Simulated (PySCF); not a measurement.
Excitation energy of Zn²⁺ by level of theory

Zn²⁺ [Ar] 3d10 (1S) → Zn²⁺ [Ar] 3d9 4p1 (high-spin determinant), as a difference of total energies. All numbers are calculated (PySCF 2.14, a scalar-relativistic core potential, in aug-cc-pwCVTZ-PP with ECP10MDF). Correlated levels: valence: 3s2 3p6 frozen; valence and next inner shell: nothing frozen outside the core potential. The calculations carry no spin-orbit coupling.

| method | excitation energy (eV) |
| --- | --- |
| UHF | 15.277 |
| LDA | 17.344 |
| PBE | 16.715 |
| PBE0 | 16.611 |
| r2SCAN | 16.265 |
| wB97X-V | 16.969 |
| HSE06 | 16.579 |
| M06-2X | 17.149 |
| MP2 (valence) | 17.803 |
| SCS-MP2 (valence) | 17.578 |
| MP2 (valence and next inner shell) | 18.149 |
| SCS-MP2 (valence and next inner shell) | 17.847 |

Problem. How much does correlation contribute at MP2 (valence and next inner shell)?

Solution. 18.149 − (15.277) = 2.872 eV, measured against UHF.

The determinant of the upper state mixes LS terms, which raises its energy above the lowest term, most at the Hartree-Fock and MP2 levels.
